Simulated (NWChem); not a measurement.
Species: ScCl₃; SMILES [Cl][Sc]([Cl])[Cl]

Results from NWChem. Medium grid unless said otherwise, to which SCAN and Minnesota functionals are sensitive. Structure relaxed at the B3LYP/6-31G* (spherical d) level. Level r2SCAN/def2-TZVP: energy and gradient; each run changes one setting, and changes count from the defaults (medium grid, exact Coulomb integrals, symmetry on).

```
setting                              size of the energy change (μHa)  largest change of a gradient component (μHa/bohr)  time, defaults = 1 (rough)
-----------------------------------  -------------------------------  -------------------------------------------------  --------------------------
defaults                                                        < 10                                               < 30                     about 1
symmetry off                                                    < 10                                        other frame                           2
extra-fine grid                                                   30                                               < 30                     about 1
Coulomb fitting, Weigend set                                      70                                               < 30                         0.2
tight SCF thresholds and tolerances                             < 10                                               < 30                     about 1
Becke weights                                                   < 10                                               < 30                     about 1
```
